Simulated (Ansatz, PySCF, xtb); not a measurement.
Two conformers of C3H5NO (SMILES COCC#N), B3LYP-D3(BJ)/def2-TZVP minima.
Conformer 1 (charge 0, multiplicity 1, Z-matrix in Å and degrees):
```
O
C 1 1.4025
H 2 1.0904 1 107.15
H 2 1.0983 3 108.22 1 120.61
C 1 1.4214 2 113.71 3 174.03
H 5 1.0873 1 106.55 2 -177.49
H 5 1.0944 6 109.38 1 120.48
H 5 1.0962 6 109.41 7 119.53
C 2 1.4748 3 108.67 4 117.05
N 9 1.1494 4 150.03 2 177.78
```
Conformer 2 (charge 0, multiplicity 1):
```xyz
10

C     -1.49151     0.06984     0.24659
O     -0.23044     0.68829     0.06063
C      0.75343    -0.23107    -0.34374
C      2.02749     0.46546    -0.51791
N      3.04310     0.98157    -0.66396
H     -1.44578    -0.70094     1.02529
H     -2.18172     0.85140     0.55507
H     -1.85239    -0.38559    -0.68341
H      0.48696    -0.71233    -1.29520
H      0.89084    -1.02662     0.40197
```

No zero-point or thermal terms.

Correlated levels freeze the cores.

Codes used: Ansatz (a quantum-chemistry and plane-wave program); PySCF for the dispersion terms; xtb for the GFN methods. Each number belongs to the level named beside it.

**Question.** Predict the electronic energy of conformer 2 less that of conformer 1 from B2PLYP-D3(BJ)/def2-TZVPP.

**Answer.** 66 meV

**Question.** Give the electronic energy of conformer 2 less that of conformer 1 at the level BLYP-D4/def2-TZVPP.

**Answer.** 70 meV

**Question.** Predict the electronic energy of conformer 2 less that of conformer 1 from GFN-FF.

**Answer.** 82 meV
